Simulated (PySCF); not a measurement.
## Correlation energy of Cd (cadmium, neutral)

[Kr] 4d10 5s1 5p1, high-spin 3P determinant (an excited configuration). Computed with PySCF 2.14 in x2c-TZVPPall with one added diffuse shell each of s, p, d, f type (9s7p7d3f1g, 95 functions), with the spin-free X2C one-electron Hamiltonian (Gaussian nucleus). Frozen: [Ar] 3d10; 20 electrons correlated.

MP2 pair energies summed by pair of shells (mhartree):

| pair | energy | share (%) |
| --- | --- | --- |
| 4d-4d | -351.47 | 52.1 |
| 4p-4d | -164.67 | 24.4 |
| 4p-4p | -44.32 | 6.6 |
| 4s-4d | -34.32 | 5.1 |
| 4d-5s | -33.09 | 4.9 |
| 4s-4p | -21.54 | 3.2 |
| 4d-5p | -14.25 | 2.1 |
| 4s-4s | -3.93 | 0.6 |
| 4p-5s | -3.68 | 0.5 |
| 5s-5p | -2.08 | 0.3 |
| 4p-5p | -1.29 | 0.2 |
| 4s-5s | -0.37 | 0.1 |
| 4s-5p | -0.14 | 0.0 |

Total MP2 correlation energy: -675.16 mhartree.

Same-spin part -230.58 and opposite-spin part -444.58 mhartree; SCS-MP2 scales them by 1/3 and 6/5 to -610.36 mhartree.

This basis was not built for core-valence correlation, so the inner-shell part is incomplete.
